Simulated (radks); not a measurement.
Spherical jellium clusters: N electrons in a uniform positive sphere of charge N and radius rs N^(1/3), rs = 4.79 bohr. Calculated with a radial shooting solver with Libxc functionals: non-relativistic Kohn-Sham, LDA (Slater exchange, Perdew-Wang correlation), spin-polarised, spherical densities. Levels are named by radial order and angular momentum (1s, 1p, 1d, 2s, ...), and open shells are averaged over m.

N = 31, configuration 1s2 1p6 1d10 2s2 1f(up 7, down 4). This is the lowest configuration that the search found. Occupied and some empty levels:

level,occupation,eigenvalue (eV),<r> (bohr)
1s up,1,-4.2906,8.837
1s down,1,-4.2263,8.528
1p up,3,-3.8412,10.63
1p down,3,-3.7446,10.50
1d up,5,-3.2911,11.69
1d down,5,-3.1808,11.66
2s up,1,-3.0749,9.069
2s down,1,-3.0219,9.277
1f up,7,-2.6376,12.50
1f down,4,-2.5233,12.51
2p up,0,-2.2104,10.31
2p down,0,-2.1609,10.37
1g up,0,-1.8912,13.21
1g down,0,-1.7789,13.26
2d up,0,-1.3442,12.05
2d down,0,-1.2894,12.09

Energy (eV): total -58.2773, kinetic 39.502, external -2073.9, Hartree 1032.3, exchange-correlation -98.844, background 1042.7.
